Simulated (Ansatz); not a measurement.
```yaml
crystal:
  periodic: [false, false, false]
  atoms:
    - {symbol: C, position_ang: [-0.530567, 0.193730, 0.917703]}
    - {symbol: Si, position_ang: [0.221257, 0.403518, 0.031686]}
    - {symbol: Ga, position_ang: [0.301341, -0.700949, -0.909240]}
    - {symbol: F, position_ang: [-0.199814, -1.559710, -0.776691]}
    - {symbol: Cl, position_ang: [1.014505, -0.777672, -2.452580]}
    - {symbol: H, position_ang: [-0.132800, -0.350115, 1.143902]}
    - {symbol: H, position_ang: [-0.460930, 0.860655, 1.503152]}
    - {symbol: H, position_ang: [-1.166073, 0.085642, 0.707706]}
    - {symbol: H, position_ang: [-0.139791, 1.353979, -0.476099]}
    - {symbol: H, position_ang: [1.045198, 0.818085, 0.144508]}
basis:
  gaussian: {orbitals: x2c-TZVPPall}
magnetization: {spin_polarized: true, initial_magnetization: 0}
hamiltonian: {xc: {name: RPBE}}
output: {forces: true}
```

```sh
$ ansatz run in.yaml --threads 2 --pin off --events-out ev --progress --plain --max-ram 32768MiB --backend cpu
```

It prints (some lines left out):

```
Functional definition: RPBE
1592 factors; their error is unknown
mean field evaluation 1: about -77054.3281 eV, gradient 1.1e2 eV
mean field evaluation 2: about -76953.3659 eV, gradient 1.6e2 eV
mean field evaluation 4: about -77087.5409 eV, gradient 2.0e1 eV
mean field evaluation 8: about -77088.8842 eV, gradient 3.2e-1 eV
mean field evaluation 16: about -77088.8598 eV, gradient 3.6e-4 eV
mean field -77088.85981929 eV, -2832.9633456532 hartree, gradient 5.8e-5 eV, S^2 0.000000; 0 other end points of the search recorded, 0 dependent functions left out
reference -77088.85986133 eV, -2832.9633471978 hartree; 41, 41 occupied and 223, 223 virtual orbitals, 1592 factors
Total energy: -77088.85986133 eV, -2832.9633471978 hartree
Relativity: scalar
Atom 0 at    -0.530567     0.193730     0.917703 Å, force   -18.046736    19.009913    49.487563 eV/Å
Atom 1 at     0.221257     0.403518     0.031686 Å, force    12.693539    29.900760   -18.759496 eV/Å
Atom 2 at     0.301341    -0.700949    -0.909240 Å, force   109.142336   155.879736   -47.793485 eV/Å
Atom 3 at    -0.199814    -1.559710    -0.776691 Å, force  -117.175439  -200.833009    31.143894 eV/Å
Atom 4 at     1.014505    -0.777672    -2.452580 Å, force    10.867630    -0.819036   -22.921487 eV/Å
Atom 5 at    -0.132800    -0.350115     1.143902 Å, force    20.285260   -32.948971    16.311059 eV/Å
Atom 6 at    -0.460930     0.860655     1.503152 Å, force    -0.258596     8.260201     8.153726 eV/Å
Atom 7 at    -1.166073     0.085642     0.707706 Å, force   -48.914152    -9.159161   -14.295729 eV/Å
Atom 8 at    -0.139791     1.353979    -0.476099 Å, force    -4.335934    12.540792    -7.860291 eV/Å
Atom 9 at     1.045198     0.818085     0.144508 Å, force    35.742093    18.168775     6.534247 eV/Å
Dipole moment:    -0.363781    -0.189200     0.670984 e Å
```

Task: Something in this input is off. What?

Result: The geometry is squeezed to about two thirds of its size. The run converged. The result belongs to that input, not to the molecule as meant.
